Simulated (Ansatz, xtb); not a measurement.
**Ranking isomers of C3H2F4S**

7 gas-phase structures of C3H2F4S, from a drawn sample of its isomers (lower ones may exist). Each was relaxed with GFN2-xTB; where two conformers were screened, the lower at r2SCAN-D4/def2-SVP is listed:

A. `FC1(F)CSC1(F)F`, a singlet
B. `FCC(=S)C(F)(F)F`, a singlet
C. `F[C@@H]1S[C@@H]1C(F)(F)F`, a singlet
D. `C=C(F)SC(F)(F)F`, a singlet
E. `FC[C@]1(F)SC1(F)F`, a singlet
F. `FC(F)(F)[C@]1(F)CS1`, a singlet
G. `FC(F)C(=S)C(F)F`, a singlet

Q: Estimate their order in r2SCAN-D4/def2-SVP energy at these geometries, lowest first.

A: Calculated order at r2SCAN-D4/def2-SVP: F (0.0), C (0.6), A (18.0), B (28.7), D (52.3), G (60.9), E (82.6) kJ/mol. Less than 1 kcal/mol parts F and C, so the order within that pair means little.

Energies above the lowest of each column, in kJ/mol; the last columns are at PBE0-D3(BJ)/def2-SVP geometries and were run for some of them only (a dash: not run or not comparable):

```json
{"structure": "F", "GFN2-xTB": "9.3", "HF/STO-3G": "74.4", "r2SCAN-D4/def2-SVP": "0.0", "PBE0-D3(BJ)/def2-SVP": "0.2", "CCSD(T)/def2-SVP + ΔMP2/def2-TZVPP": "0.0"}
{"structure": "C", "GFN2-xTB": "2.5", "HF/STO-3G": "72.6", "r2SCAN-D4/def2-SVP": "0.6", "PBE0-D3(BJ)/def2-SVP": "0.0", "CCSD(T)/def2-SVP + ΔMP2/def2-TZVPP": "2.7"}
{"structure": "A", "GFN2-xTB": "0.0", "HF/STO-3G": "0.0", "r2SCAN-D4/def2-SVP": "18.0", "PBE0-D3(BJ)/def2-SVP": "15.0", "CCSD(T)/def2-SVP + ΔMP2/def2-TZVPP": "10.1"}
{"structure": "B", "GFN2-xTB": "33.8", "HF/STO-3G": "143.9", "r2SCAN-D4/def2-SVP": "28.7", "PBE0-D3(BJ)/def2-SVP": "34.2", "CCSD(T)/def2-SVP + ΔMP2/def2-TZVPP": "22.3"}
{"structure": "D", "GFN2-xTB": "55.5", "HF/STO-3G": "95.4", "r2SCAN-D4/def2-SVP": "52.3", "PBE0-D3(BJ)/def2-SVP": "52.7", "CCSD(T)/def2-SVP + ΔMP2/def2-TZVPP": "–"}
{"structure": "G", "GFN2-xTB": "54.0", "HF/STO-3G": "170.4", "r2SCAN-D4/def2-SVP": "60.9", "PBE0-D3(BJ)/def2-SVP": "64.1", "CCSD(T)/def2-SVP + ΔMP2/def2-TZVPP": "–"}
{"structure": "E", "GFN2-xTB": "45.4", "HF/STO-3G": "120.1", "r2SCAN-D4/def2-SVP": "82.6", "PBE0-D3(BJ)/def2-SVP": "–", "CCSD(T)/def2-SVP + ΔMP2/def2-TZVPP": "–"}
```

CCSD(T)/def2-SVP + ΔMP2/def2-TZVPP puts F lowest of those it was run on, with C within 1 kcal/mol; GFN2-xTB picks A, HF/STO-3G picks A. Flexible structures stand in one conformer each, not always the lowest. Frequencies (GFN2-xTB) were run for A, B, C, F alone. The ΔMP2 step shifts differences by up to 27.2 kJ/mol, which makes them less sure. ΔMP2 is the change of the MP2 energy from the smaller to the larger basis.

Over these structures GFN2-xTB departs from r2SCAN-D4/def2-SVP by 12.5 kJ/mol on average once a common shift is removed. A GFN2-xTB relaxation took about 0.12 s and the r2SCAN-D4/def2-SVP energy about 2.1 s on a shared host (Ansatz 0.2.0, xtb 6.7.1).
